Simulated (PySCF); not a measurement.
# Electron correlation in Sr (strontium, neutral)

[Kr] 4d2, high-spin 3F determinant (an excited configuration). All numbers are calculated (PySCF 2.14, the spin-free X2C one-electron Hamiltonian (Gaussian nucleus), in aug-cc-pwCVTZ-X2C with one added diffuse shell each of s, p, d, f type (11s10p8d4f, 109 functions)). Frozen: [Ar] 3d10; 10 electrons correlated.

```json
{"level": "CCSD", "correlation energy (mhartree)": "-223.80"}
{"level": "(T)", "correlation energy (mhartree)": "-6.34"}
{"level": "CCSD(T)", "correlation energy (mhartree)": "-230.14"}
```

Diagnostics: T1 = 0.014, D1 = 0.0438, largest double amplitude 0.053.

Cost of the coupled-cluster step: about 30 core-seconds, for 10 correlated electrons.
